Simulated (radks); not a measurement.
Task: Species: Xe4+. Configuration: [Kr] 4d10 5s2 5p2 (the NIST ground configuration). Calculated with a radial shooting solver on a logarithmic mesh with Libxc functionals: Dirac Kohn-Sham, LDA (Slater exchange, Perdew-Wang correlation), spin-unpolarised, spherical densities, finite nucleus; open shells fill j = l - 1/2 first; Fermi nuclear charge, rms radius 4.7859 fm.

Spin-orbit splittings of the eigenvalues, e(l+1/2) - e(l-1/2), with zeta = 2 splitting/(2l+1) and mean radii in bohr:

| shell | occ. | splitting (eV) | zeta (eV) | <r> j=l-1/2 | <r> j=l+1/2 |
|---|---|---|---|---|---|
| 2p | 6 | 324.2 | 216.1 | 0.09624 | 0.1020 |
| 3p | 6 | 61.56 | 41.04 | 0.2965 | 0.3082 |
| 3d | 10 | 13.03 | 5.211 | 0.2789 | 0.2825 |
| 4p | 6 | 12.43 | 8.289 | 0.7447 | 0.7727 |
| 4d | 10 | ? | ? | 0.8647 | 0.8753 |
| 4f | 0 | 0.1044 | 0.02983 | 1.612 | 1.622 |
| 5p | 2 | 1.912 | 1.275 | 1.894 | 1.956 |

Estimate the 4d splitting.

Result: 2.022 eV (zeta = 0.8087 eV).
